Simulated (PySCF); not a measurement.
# Dipole polarisabilities along the 5p block, charge +2

Calculated with PySCF 2.14 for the ground configurations, without spin-orbit coupling: coupled response for Hartree-Fock and DFT. Mean α in bohr³, C₆ of like pairs in atomic units.

| species | α UHF | α PBE | α PBE0 | C₆ UHF | C₆ PBE | C₆ PBE0 |
| --- | --- | --- | --- | --- | --- | --- |
| In²⁺ [Kr] 4d10 5s1 (dyall-av2z, non-relativistic) | 20.51 | 14.76 | 15.86 | 79.24 | 50.78 | 55.86 |
| Sn²⁺ [Kr] 4d10 5s2 (dyall-av2z, non-relativistic) | 20.59 | 16.89 | 17.78 | 108.1 | 81.13 | 87.30 |
| Sb²⁺ [Kr] 4d10 5s2 5p1 (dyall-av2z, non-relativistic) | 18.79 | 17.05 | 17.39 | 111.1 | 96.46 | 99.37 |
| Te²⁺ [Kr] 4d10 5s2 5p2 (dyall-av2z, non-relativistic) | 17.03 | 16.05 | 16.18 | 108.1 | 99.60 | 100.8 |
| I²⁺ [Kr] 4d10 5s2 5p3 (dyall-av2z, non-relativistic) | 15.32 | 14.70 | 14.74 | 101.7 | 96.31 | 96.68 |
| Xe²⁺ [Kr] 4d10 5s2 5p4 (dyall-av2z, non-relativistic) | 13.69 | 13.57 | 13.53 | 94.45 | 92.85 | 92.57 |
